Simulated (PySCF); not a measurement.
**CdC⁺ from Hartree–Fock to correlated methods**

State: ²Π (doublet), unpaired electrons π ↑. Set-up: Cd cc-pVDZ-PP with ECP28, C cc-pVDZ; scalar-relativistic core potentials (PySCF 2.14). De refers to Cd⁺ + C in their high-spin ground configurations, without counterpoise correction. The functionals are run spin-unrestricted. A positive dipole points towards C; it is taken about the centre of mass and depends on that origin. Levels whose curve was spin-contaminated or gave no clean fit are not listed.

| Level | Re (Å) | ωe (cm⁻¹) | De (eV) | μ (D) | CPU s a point (SCF and correlation, without the integrals) |
| --- | --- | --- | --- | --- | --- |
| ROHF | 2.314 | 390 | -0.495 | -1.69 | 0.11 |
| ROHF-MP2 | 2.256 | 385 | 0.84 | n/a | 0.22 |
| ROHF-SCS-MP2 | 2.284 | 371 | 0.86 | n/a | n/a |
| ROHF-CCSD | 2.315 | 349 | 0.94 | n/a | n/a |
| ROHF-CCSD(T) | 2.326 | 336 | 1.15 | n/a | 16 |
| LDA | 2.176 | 412 | 2.29 | 0.18 | 0.32 |
| PBE | 2.252 | 372 | 1.83 | 0.12 | 0.54 |
| TPSS | 2.260 | 381 | 1.67 | -0.16 | 0.85 |

Problem. Which functional lies closest to ROHF-CCSD(T) in De, which farthest, and by how much do they differ from it?

Solution. Closest is TPSS (-6.6 pm in Re, +13.4 % in ωe, +0.52 eV in De against ROHF-CCSD(T) in the same basis), farthest LDA (-15.0 pm in Re, +22.6 % in ωe, +1.14 eV in De). CCSD(T) converges more slowly with the basis than the functionals do and binds too weakly in this one, so the order can change at the basis-set limit.

Problem. What does second-order correlation do here, going from ROHF to ROHF-MP2?

Solution. ROHF-MP2 less ROHF: -5.8 pm in Re, -1.3 % in ωe, +1.33 eV in De. Correlation nearly always deepens the well. The bond shortens, as in weak, metallic or heavy-atom bonds, where dispersion and the correlation of outer-core electrons pull the atoms together.

Problem. What does the triples do here, going from ROHF-CCSD to ROHF-CCSD(T)?

Solution. ROHF-CCSD(T) less ROHF-CCSD: +1.1 pm in Re, -3.7 % in ωe, +0.21 eV in De. Correlation nearly always deepens the well. The bond lengthens, as in strong covalent bonds, where excitations into antibonding orbitals dominate.

Correlated steps freeze 1 core orbital. Correlated levels converge slowly with the basis: in double zeta they bind strong bonds too weakly, by up to about 1 eV, and carry superposition errors of some tenths. Spin–orbit coupling is left out. For an ion De counts to the pair picked by the measured ionisation energies or electron affinities, which need not be the lowest pair at this level. UHF is strongly spin-contaminated for CdC⁺, so the ROHF reference used there is far from stable. A negative De means that the minimum lies above the separated atoms at that level. The state was picked by a PBE0 search and need not be the measured ground state.

The whole job (state search and all levels along the bond) took about 3.8 min on 1 thread of Oxide Virtual Turin-like (shared host), peak memory 0.73 GiB.
